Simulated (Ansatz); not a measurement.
Compare A (`N=C([SiH3])CS`) with its isomer B (`C[SiH]1NCS1`).

Isolated molecules relaxed with PBE0-D4/def2-TZVP in Ansatz; ΔE leaves out vibrations. CCSD(T)/CBS adds triple-zeta CCSD(T) − MP2 to the extrapolated MP2 energy (def2 sets, frozen cores). Functionals use def2-TZVPP. B3LYP here is the variant with VWN-RPA as its local correlation; programs differ in this. One conformer a species, not always the lowest.

A:

```xyz
12

N    -1.5007   -0.3569   -0.7050
C    -0.4310    0.0590   -0.1702
Si    0.1043    1.8344   -0.5753
C     0.4563   -0.7375    0.7652
S    -0.0327   -2.4505    1.0585
H    -1.6887   -1.3248   -0.4076
H     1.4274    1.7960   -1.2568
H     0.2764    2.5936    0.6939
H    -0.9095    2.4794   -1.4376
H     1.4925   -0.7011    0.4190
H     0.4535   -0.2592    1.7502
H     0.3522   -2.9324   -0.1342
```

B:

Z-matrix (Å, degrees):
```
C
Si 1 1.855
H 1 1.091 2 111.0
H 1 1.094 2 110.3 3 -120.6
H 1 1.095 2 110.3 3 120.7
N 2 1.722 1 117.4 3 -47.8
S 2 2.140 1 117.6 3 47.9
H 2 1.494 1 107.4 3 179.6
C 6 1.453 2 100.7 1 123.7
H 6 1.006 2 131.3 1 -92.7
H 9 1.094 6 113.5 2 -124.8
H 9 1.094 6 113.9 2 109.2
```

(1) Which isomer does CCSD(T)/CBS put lower? Give the gap. (Estimate.)

(2) Give E(B) − E(A) in kcal/mol with B3LYP, B3LYP-D4, CCSD(T)/def2-TZVPP, CCSD/def2-TZVPP, B2PLYP, PBE0-D4, r2SCAN-D4. (Best estimate.)

Largest T1 diagnostic: 0.012.

Answers

(1) Ansatz gave: B, by 48.3 kcal/mol.

(2) Ansatz gave: B3LYP -44.7, B3LYP-D4 -45.1, CCSD(T)/def2-TZVPP -46.1, CCSD/def2-TZVPP -46.9, B2PLYP -46.5, PBE0-D4 -50.6, r2SCAN-D4 -49.1. None reverses the order clearly.

From PBE to PBE0 (25 % exact exchange), in def2-TZVPP and without D4, E(B) − E(A) moves by −4.1 kcal/mol.
